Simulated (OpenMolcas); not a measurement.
**Hg: effect of the basis set**

```
Program             : OpenMolcas
Method              : CASSCF
Active space        : 2 electrons in 8 orbitals (6s 6p 7s 7p)
State averaging     : 2S+1 = 3 even, 3 roots (0 in the spin-orbit step); 2S+1 = 1 even, 1 root; 2S+1 = 3 odd, 3 roots; 2S+1 = 1 odd, 3 roots
Spin-orbit coupling : state interaction with AMFI integrals over the reference wave functions, term energies averaged over their components
```

A. ANO-RCC-VTZP [8s7p5d3f1g], DKH2, point nucleus; cost about 22 core-seconds
B. ANO-RCC-VQZP [9s8p6d4f2g1h], DKH2, point nucleus; cost roughly 60 core-seconds
C. ANO-RCC [10s10p9d6f4g2h], DKH2, point nucleus; cost of the order of 2.3 core-minutes

Energies in cm-1 above 6s2 1S0, the measured ground level; measured values from NIST Handbook of Basic Atomic Spectroscopic Data.

| Level | A | B | C | Measured |
| --- | --- | --- | --- | --- |
| 6s2 1S0 | 0.0 | 0.0 | 0.0 | 0.0 |
| 6s 6p 3P* 0 | 32422 | 32466 | 32490 | 37645 |
| 6s 6p 3P* 1 | 34022 | 34132 | 34148 | 39412 |
| 6s 6p 3P* 2 | 37690 | 37712 | 37722 | 44043 |
| 6s 6p 1P* 1 | 53249 | 51690 | 51697 | 54069 |

Deviations, from unrounded energies. A percentage is the sum of absolute deviations over the sum of measured energies, with the sign that they share, or ± where signs differ.

| Against measurement | Levels | A | B | C |
| --- | --- | --- | --- | --- |
| mean absolute deviation (cm-1) | 4 | 4400 | 4800 | 4800 |
| other configurations (%) | 4 | -10.2 | -10.9 | -10.9 |

A lies closest to measurement on these levels and B furthest from it. The largest miss of A in the table is 6s 6p 3P* 2, by -6400 cm-1. The ranking rests on the paired levels alone, and a cruder setting can come out closer through cancelling errors.

Among A to C the level of the table that moves most is 6s 6p 1P* 1, by 1600 cm-1 (lowest in B, highest in A).

Some high roots are left out of the spin-orbit mixing, which shifts the levels that they would mix with. Active for correlation alone: 7p 7s; no level in the range computed is led by a configuration that fills them, so any true level of that kind is missing. Spin-orbit splittings of 6p shells tend to come out small when the coupling is added on scalar orbitals. Computed and measured levels are paired by configuration, term and J; levels that our copy of the source lacks, or whose pairing is in doubt (as where it misses far off the trend of its configuration), stay unpaired and out of the deviations. Levels of configurations outside the active space are missing.

* marks odd parity.
